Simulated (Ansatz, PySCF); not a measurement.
Gas-phase reaction (SMILES): C[SiH2][Si](C)(C)Cl + 5 [H][H] (H2) → 3 C (CH4) + Cl (HCl) + 2 [SiH4] (SiH4); energy of full hydrogenation.

Each molecule is optimised on its own at B3LYP-D3(BJ)/def2-TZVP (Ansatz, an electronic-structure program), one conformer each, not searched for the lowest. Cores are frozen in the correlated levels unless marked. Spin-orbit coupling is left out. Non-relativistic. CBS marks a two-point X^-3 extrapolation of the correlation energy; Hartree-Fock from the larger set. Thermal terms are rigid-rotor harmonic-oscillator values from B3LYP-D3(BJ) frequencies (PySCF) at 298.15 K and 1 atm. 1 Eh = 627.5095 kcal/mol.

```csv
species,"E, CCSD(T)/CBS(cc-pV(T+d)Z,cc-pV(Q+d)Z) (Ansatz) (Eh)","E, PBE/def2-TZVPD (Ansatz) (Eh)",H - E (Eh)
C[SiH2][Si](C)(C)Cl,-1158.79307,-1159.62245,0.14192
[H][H] (H2),-1.17450,-1.16589,0.01336
C (CH4),-40.45816,-40.46301,0.04840
Cl (HCl),-460.37849,-460.62833,0.01000
[SiH4] (SiH4),-291.45815,-291.72111,0.03520
```

### Question
Work out ΔE and ΔH at 298.15 K at the first level, then ΔH at the second.

### Answer

1. ΔE = [3×(-40.45816) + (-460.37849) + 2×(-291.45815)] - [(-1158.79307) + 5×(-1.17450)] = -0.00370 Eh = -2.3 kcal/mol at CCSD(T)/CBS(cc-pV(T+d)Z,cc-pV(Q+d)Z).
2. The terms H - E add up to 0.01688 Eh, so ΔH = (-0.00370 + (0.01688))×627.5095 = 8.3 kcal/mol.
3. At PBE/def2-TZVPD the same steps give ΔE = -4.8 and ΔH = 5.8 kcal/mol, a shift of -2.5 from the first level.
4. These values are not checked against measurement here, since the tables used lack a sound gas-phase enthalpy of formation for at least one species.
